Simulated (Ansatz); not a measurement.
`[SiH3][SiH2]BC=S`, relaxed with RKS PBE-D4/def2-SVP in Ansatz 0.2.0 from a rough embedded geometry. The force threshold is 0.03 eV/Å; the program also tests the step.

The species carries charge 0 and has multiplicity 1.

Start:

```xyz
12

Si    0.555   -1.245   -1.355
Si    1.096    0.466   -0.142
B    -0.166    0.620    1.294
C    -1.720    0.868    1.086
S    -2.633    0.955    2.096
H    -0.850   -1.102   -1.913
H     1.462   -1.408   -2.489
H     0.536   -2.492   -0.543
H     1.060    1.654   -0.925
H     2.459    0.258    0.414
H     0.244    0.552    2.446
H    -2.042    0.873    0.031
```

(1) By how much does the energy fall, and how many steps does the optimiser take? (Best estimate.)

(2) Which bonds change most? (An estimate is asked.)

(3) Give the relaxed structure. (Estimate.)

Results:

(1) Computed: 82.00 kcal/mol, in 29 steps, 2 of them rejected.

(2) Computed: C4–S5 from 1.365 to 1.656 Å; Si1–Si2 from 2.166 to 2.356 Å; Si2–B3 from 1.918 to 2.032 Å.

(3) Computed: 
```xyz
12

Si    0.562   -1.551   -1.263
Si    0.997    0.515   -0.220
B    -0.295    0.653    1.343
C    -1.560    1.474    1.196
S    -2.359    0.095    0.743
H    -0.853   -1.573   -1.779
H     1.489   -1.801   -2.426
H     0.722   -2.670   -0.269
H     0.805    1.608   -1.245
H     2.436    0.555    0.233
H     0.040    0.200    2.424
H    -1.982    2.493    1.263
```
